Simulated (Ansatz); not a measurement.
Species: H₃Se, charge 1, multiplicity 1. 
Geometry from a B3LYP-D3(BJ)/def2-TZVP (Ansatz, a quantum-chemistry and plane-wave program) optimisation:
SMILES: [SeH3+]
```xyz
4

Se     0.0007     0.0265    -0.0607
H     -1.0764    -0.8681     0.4284
H      1.0678    -0.8666     0.4522
H     -0.0137     0.8349     1.1825
```
Charge +1, spin multiplicity 1.

Basis-set convergence of Hartree-Fock and MP2 correlation energies (hartree) with Ansatz. Correlated levels leave the core frozen unless marked. No spin-orbit coupling. The frozen core is the preceding noble-gas configuration, with the filled d and f shells of earlier blocks. No relativistic terms.

```csv
basis,functions,E(HF),"E(corr, MP2)"
def2-SVP,47,-2400.98466,-0.13378
def2-TZVPP,90,-2401.28419,-0.16853
def2-QZVPP,179,-2401.33215,-0.18147
```

Extrapolating the two largest sets (X = 3 and 4) as X^-3: E(corr) = (64·(-0.18147) - 27·(-0.16853))/37 = -0.1909 Eh, an estimate of the basis-set limit. The largest set recovers 95.1 % of it, the smallest 70.1 %.
